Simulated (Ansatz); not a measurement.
CH4BFO, SMILES `OCBF` at its PBE0-D4/def2-TZVP geometry, where that method's forces vanish. Charge 0, multiplicity 1.

```xyz
8

O     1.5624   -0.0671   -0.2751
C     0.3253   -0.4404    0.3018
B    -0.8946    0.4699   -0.0432
F    -2.0563    0.2434    0.5467
H     1.3920    0.3675   -1.1138
H     0.4584   -0.4571    1.3915
H     0.0610   -1.4811    0.0390
H    -0.8481    1.3649   -0.8469
```

Question: What forces (eV/Å) does ωB97M-V/def2-TZVPP give on these atoms in the Gaussian-basis code of Ansatz? (Estimate.)

Answer: The calculation gave: 
```
O1   0.179  0.105 -0.170
C2  -0.227 -0.202  0.202
B3   0.168  0.161 -0.197
F4  -0.157 -0.039  0.088
H5   0.036 -0.021  0.043
H6  -0.018  0.010 -0.089
H7   0.023  0.099  0.020
H8  -0.003 -0.113  0.103
```
